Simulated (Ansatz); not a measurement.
Computed with Ansatz on PBE0-D4/def2-TZVP structures; ΔE is electronic, products minus reactants. CCSD(T)/CBS is the MP2 limit (def2-TZVPP, def2-QZVPP) plus CCSD(T) − MP2 in def2-TZVPP, frozen cores. This one scheme is used for every species. Functionals use def2-TZVPP. B3LYP here is the variant with VWN-RPA as its local correlation; programs differ in this. HSE06 is defined as in plane-wave codes. For Br outer-core shells are correlated without core-valence functions, which leaves a few kJ/mol of doubt a bond. Scalar relativity is left out up to krypton. One conformer a species, not always the lowest.

Consider the formal exchange of groups at a C–Al bond: `O[CH2][Al]([SH])[Br]` + `C=C` → `C=CCO` + `[SH][AlH][Br]`.

```tsv
level	ΔE (kJ/mol)
BLYP-D4	3.0
r2SCANh-D4	-1.9
HSE06-D4	-1.9
BHLYP-D4	-0.8
B3LYP	-0.7
HF/def2-SVP	-14.5
MP2/def2-TZVPP	-2.2
SCS-MP2/def2-TZVPP	-3.4
```

(1) What does CCSD(T)/CBS give? (An estimate is asked.)

(2) What do rigid-rotor, harmonic-oscillator terms from PBE0-D4/def2-TZVP frequencies (298.15 K, 1 bar) make of the CCSD(T)/CBS value? (An estimate is asked.)

Largest T1 diagnostic among the species: 0.011.

Results:

(1) Computed: +0.2 kJ/mol. The listed levels differ from it by 2.8, -2.1, -2.1, -1.0, -0.9, -14.7, -2.4, -3.6 kJ/mol.

(2) Ansatz gave: ΔZPE = -0.1 kJ/mol, ΔH = -3.4 kJ/mol, ΔS = -10 J/(mol·K), ΔG = -0.5 kJ/mol. Modes under 50 cm⁻¹ make the entropy rough.

Leaving LDA and LC-ωPBE aside and taking each functional with its dispersion term where it has one, the values, not all of them listed here, spread over 14.0 kJ/mol, from B97M-V to BLYP-D4. LDA lies −8.7 kJ/mol from PBE without D4. At CCSD(T), def2-SVP lies −13.8 kJ/mol from the extrapolated value and def2-TZVPP −2.2 kJ/mol.
